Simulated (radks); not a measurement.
The phosphorus anion P3-, [Ar], held by a Watson sphere: a shell of charge +3 at radius R that stands for the Madelung well of a crystal (potential energy -3/R inside, -3/r outside, in hartree with lengths in bohr). Method: scalar-relativistic Kohn-Sham, LDA (Slater exchange, Perdew-Wang correlation), spin-polarised, spherical densities, finite nucleus; Fermi nuclear charge, rms radius of each element as measured or else 0.836 A^(1/3) + 0.57 fm; computed with a radial shooting solver on a logarithmic mesh with Libxc functionals. Response by self-consistent Sternheimer equations with the Hartree and adiabatic LDA kernel, the relativistic mass of each level held fixed and spin-orbit coupling left out. The sphere does not respond.

R (bohr)  e(2p) (eV)  e(3s) (eV)  e(3p) (eV)  <r> 3p (bohr)  sum of <r^2> (bohr^2)  X-ray form factor at sin(theta)/lambda = 0.1 1/angstrom  alpha (bohr^3)
2.01         -121.10     -16.689      -8.196          2.244                  46.27                                                   15.184           28.82
2.51         -120.76     -14.925      -7.139          2.450                  54.18                                                   14.825           40.96
2.71         -120.76     -14.310      -6.718          2.532                  57.47                                                   14.689           47.38
2.95         -120.76     -13.643      -6.231          2.628                  61.51                                                   14.534           56.52
3.43         -120.71     -12.534      -5.343          2.815                  69.82                                                   14.251           80.49
3.93         -120.59     -11.658      -4.560          3.005                  78.90                                                   13.998           115.9
